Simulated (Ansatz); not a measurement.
Total energies of `FC1=NB[Se]1`.

```xyz
6

F    -0.420    1.008   -1.935
C    -0.167    0.429   -0.799
N    -0.554   -0.731   -0.459
B     0.103   -0.602    0.835
Se    0.869    1.252    0.611
H     0.170   -1.356    1.747
```

Total charge 0; spin multiplicity 1. Correlated methods include outer-core shells of Se, which these sets cover unevenly. Scalar relativity is left out up to krypton. The structure was optimised at the PBE0-D4/def2-TZVP level. Basis def2-TZVPP, the Gaussian-basis code of Ansatz.

RPA on PBE orbitals: Hartree–Fock energy of these orbitals -2616.86917 Eh, correlation -1.45045 Eh (frozen core).

```csv
functional,energy without D4 (Eh),D4 term (kJ/mol)
revPBE,-2619.51856,-46.1
B97M-V,-2619.30876,–
```

Problem. Give the same for LDA (SPW92), PBE, BLYP, r2SCAN, PBE0, B3LYP, r2SCANh, r2SCAN0, HSE06 (plane-wave form), BHLYP, CAM-B3LYP, LC-ωPBE, ωB97X-V, ωB97M-V, B2PLYP, PBE-QIDH. (An estimate is asked.)

Solution. Ansatz gave: 
```json
{"functional": "LDA (SPW92)", "energy without D4 (Eh)": "-2614.67220", "D4 term (kJ/mol)": "–"}
{"functional": "PBE", "energy without D4 (Eh)": "-2619.18161", "D4 term (kJ/mol)": "-14.8"}
{"functional": "BLYP", "energy without D4 (Eh)": "-2619.77503", "D4 term (kJ/mol)": "-33.5"}
{"functional": "r2SCAN", "energy without D4 (Eh)": "-2619.66098", "D4 term (kJ/mol)": "-3.2"}
{"functional": "PBE0", "energy without D4 (Eh)": "-2619.25862", "D4 term (kJ/mol)": "-12.3"}
{"functional": "B3LYP", "energy without D4 (Eh)": "-2619.81308", "D4 term (kJ/mol)": "-24.4"}
{"functional": "r2SCANh", "energy without D4 (Eh)": "-2619.64464", "D4 term (kJ/mol)": "-3.5"}
{"functional": "r2SCAN0", "energy without D4 (Eh)": "-2619.62172", "D4 term (kJ/mol)": "-3.9"}
{"functional": "HSE06 (plane-wave form)", "energy without D4 (Eh)": "-2619.25180", "D4 term (kJ/mol)": "-11.5"}
{"functional": "BHLYP", "energy without D4 (Eh)": "-2619.65725", "D4 term (kJ/mol)": "-19.1"}
{"functional": "CAM-B3LYP", "energy without D4 (Eh)": "-2619.81492", "D4 term (kJ/mol)": "-12.5"}
{"functional": "LC-ωPBE", "energy without D4 (Eh)": "-2619.29928", "D4 term (kJ/mol)": "–"}
{"functional": "ωB97X-V", "energy without D4 (Eh)": "-2619.48814", "D4 term (kJ/mol)": "–"}
{"functional": "ωB97M-V", "energy without D4 (Eh)": "-2619.58718", "D4 term (kJ/mol)": "–"}
{"functional": "B2PLYP", "energy without D4 (Eh)": "-2619.25067", "D4 term (kJ/mol)": "–"}
{"functional": "PBE-QIDH", "energy without D4 (Eh)": "-2618.90657", "D4 term (kJ/mol)": "–"}
```

B3LYP takes the VWN-RPA correlation (the form of Gaussian; ORCA's B3LYP/G). HSE06 is the plane-wave form, built on full-range PBE exchange. The double hybrids freeze the cores in their second-order part.

LC-ωPBE has ω = 0.4 bohr⁻¹.
